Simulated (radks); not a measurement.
Task: These are the eigenvalues of the occupied orbitals of an atom or ion with whole-number occupations (hartree). All-electron calculation, Dirac Kohn-Sham, PBEsol, spin-unpolarised, spherical densities, finite nucleus; Fermi nuclear charge, rms radius of each element as measured or else 0.836 A^(1/3) + 0.57 fm. Program: a radial shooting solver on a logarithmic mesh with Libxc functionals.

| orbital | eigenvalue |
|---|---|
| 1s1/2 | -430.5504 |
| 2s1/2 | -54.92309 |
| 2p1/2 | -49.12131 |
| 2p3/2 | -47.77928 |
| 3s1/2 | -7.32916 |
| 3p1/2 | -5.38066 |
| 3p3/2 | -5.19599 |
| 3d3/2 | -1.86139 |
| 3d5/2 | -1.83458 |
| 4s1/2 | -0.85519 |
| 4p1/2 | -0.49595 |

Which element is it, and in what charge state? The configuration may be excited. Open shells, if any, fill j = l - 1/2 first.

Result: Z = 33, arsenic, charge +1: As+ in [Ar] 3d10 4s2 4p2. The list shows which subshells hold electrons but not how many an open one holds; the 1s level, -430.55 hartree, gives Z - s = 29.3 by -(Z - s)^2/2, which with screening and relativity narrows Z to a few neighbours, and the depths of the outer levels then fix element, charge and occupations together.
